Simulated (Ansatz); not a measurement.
Relaxation of BH5N2O (9 atoms, charge 0, multiplicity 1), to a largest force component of 0.02 eV/Å in at most 40 steps.

Theory: RKS PBE-D4/def2-SVP (Ansatz).

```xyz
9
Properties=species:S:1:pos:R:3
B 0.000 0.000 0.000
O 0.000 0.000 1.410
H -0.909 -0.281 1.747
N 1.342 0.000 -0.775
H 1.809 -0.918 -1.027
H 1.794 0.918 -1.053
N -1.342 0.000 -0.775
H -2.011 -0.816 -0.676
H -1.591 0.816 -1.404
```

Question: Where does it end, and by what steps?

Answer: The forces met the threshold. After 14 steps the energy has fallen by 1.828 eV; H5 moved furthest, 1.30 Å.

| step | energy less start (eV) | largest force component (eV/Å) | accepted |
| --- | --- | --- | --- |
| 0 | 0.0000 | 1.712 | yes |
| 1 | -0.6364 | 2.241 | yes |
| 2 | -0.9783 | 1.660 | yes |
| 3 | -1.2083 | 1.157 | yes |
| 4 | -1.3862 | 1.526 | yes |
| 5 | -1.5346 | 1.082 | yes |
| 6 | -1.6735 | 0.655 | yes |
| 7 | -1.7796 | 0.296 | yes |
| 8 | -1.8175 | 0.272 | yes |
| 9 | -1.8248 | 0.127 | yes |
| 10 | -1.8259 | 0.146 | yes |
| 11 | -1.8274 | 0.040 | yes |
| 12 | -1.8275 | 0.030 | yes |
| 13 | -1.8131 | 0.769 | no |
| 14 | -1.8275 | 0.004 | yes |

```xyz
9
Properties=species:S:1:pos:R:3
B -0.023 -0.018 -0.054
O 0.028 -0.022 1.339
H -0.857 0.035 1.733
N 1.225 0.096 -0.735
H 1.338 0.058 -1.744
H 2.088 0.258 -0.222
N -1.271 -0.095 -0.764
H -2.125 -0.436 -0.325
H -1.312 -0.158 -1.780
```

Whether the end is a true minimum wasn't checked by a vibrational analysis.

Time of the run: 37 s on 1 thread of Arm Neoverse V1, with other jobs on the host, peak memory 0.12 GiB.
